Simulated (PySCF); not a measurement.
Mapped SMILES: `[F:1][C:2]([F:3])=[C:4]([F:5])[SiH2:6][CH2:7]/[CH:8]=[CH:9]/[Cl:10]` (H(Xn): hydrogen on atom n).

[PySCF 2.14.0 with density-fitted response routines: shieldings: GIAO PBE0/pcSseg-1; structure optimised with GFN2-xTB; gas phase; fast rotation and ring inversion assumed for equivalent nuclei; non-relativistic; a single conformation]

List the cross peaks expected in HSQC, COSY and HMBC spectra.

## Answers



HSQC (one-bond C–H):
```tsv
δH	δC
6.15 (H(C9))	131.4 (C9)
6.04 (H(C8))	135.9 (C8)
1.95 (H(C7))	17.3 (C7)
```

COSY cross peaks (H two or three bonds apart, from the bond graph; peaks can be absent where the dihedral angle is near 90°):
```tsv
δH	δH
6.15 (H(C9))	6.04 (H(C8))
6.04 (H(C8))	1.95 (H(C7))
4.63 (H(Si6))	1.95 (H(C7))
```

HMBC (two and three bonds, from the bond graph):
```tsv
δH	δC
6.15 (H(C9))	135.9 (C8), 17.3 (C7)
6.04 (H(C8))	131.4 (C9), 17.3 (C7)
4.63 (H(Si6))	174.0 (C2), 135.9 (C8), 133.7 (C4), 17.3 (C7)
1.95 (H(C7))	135.9 (C8), 133.7 (C4), 131.4 (C9)
```

Shifts are taken against calculated references (same method and geometry level): TMS for 1H, 13C.

Short H···H contacts in this conformer between protons four or more bonds apart (candidates for NOE cross peaks, intensity ∝ r⁻⁶): H(C7)···H(C9) 2.44 Å.

Carbons that carry Cl, above all several Cl atoms, come out too deshielded, partly because spin–orbit coupling is missing. Shifts are as computed. Against solution values, carbons near 30 ppm lie about +3 ppm off and those near 130 ppm about +5 ppm; carbons on Cl a further +6 ppm. Of 1211 compounds with measured shifts, 218 miss one by over three times the rms of a fit or turn the order of signals round; such compounds aren't used in these exercises.
